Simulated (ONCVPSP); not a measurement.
# Ru (Z = 44): variants of one ONCV potential

Base potential:

ONCVPSP 4.0.1 input, shortened (lines: element, Z, core and valence counts, functional; n l f; lmax; l rc ep ncon nbas qcut; lloc lpopt rc5 dvloc0; l nproj debl; icmod fcfact rcfact), PBE, scalar-relativistic:

```
  Ru 44.00    8    2        4      upf
    1    0    2.00
    2    0    2.00
    2    1    6.00
    3    0    2.00
    3    1    6.00
    3    2   10.00
    4    0    2.00
    4    1    6.00
    4    2    7.00
    5    0    1.00
    2
    0    2.60    0.00    5    8    2.20
    1    2.30    0.38    4    7    4.30
    2    1.45    0.00    4    7    5.80
    4    5    1.35    0.00
    0    1    2.80
    1    2    2.60
    2    2    1.30
    0    0.00    0.00
```

Cutoffs, loose and tight: the cutoffs (Ha) at which the residual kinetic energy of the hardest occupied pseudo-wave falls to 1 and 0.1 mHa per electron. They do not see the model core or the augmentation charge, which bear on the density cutoff. Test errors are all-electron minus pseudo excitation energies from the reference, over the configurations 4d7 5s0; 4d6 5s0; 4d5 5s0; 4d6 5s1. A dash means not determined; rows that change the core or the reference have their own tests. The largest error is taken over the tests solved by every variant that gives reliable tests at all: 4d6 5s0; 4d6 5s1; 4d7 5s0.

A true bound ghost makes a file unfit for plane-wave use even where its test errors are small: the radial tests pick states by their node count and pass the ghost by.

```tsv
change	outcome	cutoff, loose	cutoff, tight	bound ghosts	GHOST(+) flags above zero	largest test error (meV)
base	generated	60 Ha	79 Ha	s, p	p, d	+56
p: debl 0.15	generated	60 Ha	79 Ha	s, p	p, d	+56
p: debl 0.25	generated	60 Ha	79 Ha	s, p	d	+56
p: debl 0.4	generated	60 Ha	79 Ha	s, p	d	+56
p: debl 0.55	generated	60 Ha	79 Ha	s, p	d	+56
p: debl 0.85	generated	60 Ha	79 Ha	s, p	d	+56
p: debl 1.05	generated	60 Ha	79 Ha	s, p	d	+56
p: debl 1.85	generated	60 Ha	79 Ha	s, p	p, d	+56
p: debl 2.4	generated	60 Ha	79 Ha	s, p	p, d	+56
p: debl 3.4	generated	60 Ha	79 Ha	s, p	p, d	+56
p: debl 4.85	generated	60 Ha	79 Ha	s	p, d	+56
```

Reading the sweep of the debl of the p channel (base included, trends over the rows without a ghost): Bound ghosts are found at 0.15, 0.25, 0.4, 0.55, 0.85, 1.05, 1.85, 2.4, 2.6, 3.4, 4.85 Ha. Every judged row has one, so this setting neither creates nor removes them.
